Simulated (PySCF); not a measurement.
BrH₆PSi₂.
InChI=1S/BrH6PSi2/c1-4-2-3/h2H,4H2,3H3

Computed with PySCF at B3LYP/def2-SVPD, non-relativistic, on one gas-phase PBE0-D3(BJ)/def2-SVP geometry that isn't relaxed in the solvent. The solvent is an IEF-PCM continuum (van der Waals radii × 1.2), and excitations are vertical TDDFT with non-equilibrium linear response and a frozen core. Specific hydrogen bonds and non-electrostatic terms are outside this model. Spin–orbit coupling is left out although an atom past zinc is present.

Gas-phase singlets (H = HOMO, L = LUMO):

```json
{"state": "S1", "E (eV)": "5.618", "λ (nm)": "221", "f": "0.087", "leading configurations": "H→L 93%"}
{"state": "S2", "E (eV)": "6.030", "λ (nm)": "206", "f": "0.011", "leading configurations": "H→L+1 80%, H→L+2 13%"}
{"state": "S3", "E (eV)": "6.103", "λ (nm)": "203", "f": "0.008", "leading configurations": "H-1→L 97%"}
{"state": "S4", "E (eV)": "6.230", "λ (nm)": "199", "f": "0.079", "leading configurations": "H→L+2 71%, H-2→L 12%"}
{"state": "S5", "E (eV)": "6.272", "λ (nm)": "198", "f": "0.017", "leading configurations": "H-2→L 80%, H→L+2 11%"}
```

Q: What are the lowest 5 singlets in dichloromethane (ε = 8.93)?

A: 
| state | E (eV) | λ (nm) | f | leading configurations | change by rank (eV) |
| --- | --- | --- | --- | --- | --- |
| S1 | 5.599 | 221 | 0.148 | H→L 96% | -0.019 |
| S2 | 6.094 | 203 | 0.026 | H→L+1 82%, H→L+2 12% | +0.064 |
| S3 | 6.181 | 201 | 0.012 | H-1→L 95% | +0.078 |
| S4 | 6.265 | 198 | 0.136 | H→L+2 82%, H→L+1 10% | +0.035 |
| S5 | 6.322 | 196 | 0.007 | H-2→L 92% | +0.050 |

Q: How do the frontier levels move from gas to dichloromethane?

A: 
```tsv
orbital	gas (eV)	solvent (eV)	change (eV)
LUMO+2	-0.24	-0.06	+0.18
LUMO+1	-0.36	-0.18	+0.18
LUMO	-1.01	-0.89	+0.12
HOMO	-7.36	-7.25	+0.11
HOMO-1	-8.15	-8.11	+0.04
HOMO-2	-8.29	-8.26	+0.03
HOMO-3	-8.95	-8.82	+0.13
```

The HOMO–LUMO gap goes from 6.35 to 6.36 eV.

The values belong to the conformer `[SiH3:1][PH:2][SiH2:3][Br:4]`: Si1–P2–Si3–Br4 53°.
